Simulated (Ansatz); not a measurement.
Start from `[OH][In]([F])[SH]` and change one atom or group to get `[F][InH][SH]`.

Ansatz, PBE0-D4/def2-TZVP geometries, multiplicity 1. Each molecule was computed in one conformer, which needn't be the lowest.

Elements past krypton have def2 core potentials.

| property | `[OH][In]([F])[SH]` |
| --- | --- |
| size of the dipole moment (PBE/def2-TZVPP) / D | 0.62 |
| LUMO energy (ωB97M-V/def2-TZVPP) / eV | -0.26 |
| HOMO–LUMO gap (B3LYP/def2-TZVPP) / eV | 5.44 |
| LUMO energy (PBE/def2-TZVPP) / eV | -3.05 |
| HOMO–LUMO gap (PBE0/def2-TZVPP) / eV | 6.03 |
| HOMO–LUMO gap (ωB97M-V/def2-TZVPP) / eV | 10.14 |

What does the change do to each property? (Estimate.)

The calculation gave: 
| property | `[F][InH][SH]` | shift |
| --- | --- | --- |
| size of the dipole moment (PBE/def2-TZVPP) / D | 1.92 | 1.30 |
| LUMO energy (ωB97M-V/def2-TZVPP) / eV | -0.05 | 0.21 |
| HOMO–LUMO gap (B3LYP/def2-TZVPP) / eV | 5.81 | 0.37 |
| LUMO energy (PBE/def2-TZVPP) / eV | -2.24 | 0.81 |
| HOMO–LUMO gap (PBE0/def2-TZVPP) / eV | 6.33 | 0.30 |
| HOMO–LUMO gap (ωB97M-V/def2-TZVPP) / eV | 10.01 | -0.13 |

With PBE0 the HOMO rises by 0.32 eV and the LUMO rises by 0.62 eV, so the gap widens by about 0.30 eV. PBE moves the HOMO by 0.24 eV and ωB97M-V by 0.34 eV. Dipoles are sizes alone; their direction can turn.

B3LYP here is the variant with VWN-RPA as its local correlation; programs differ in this.
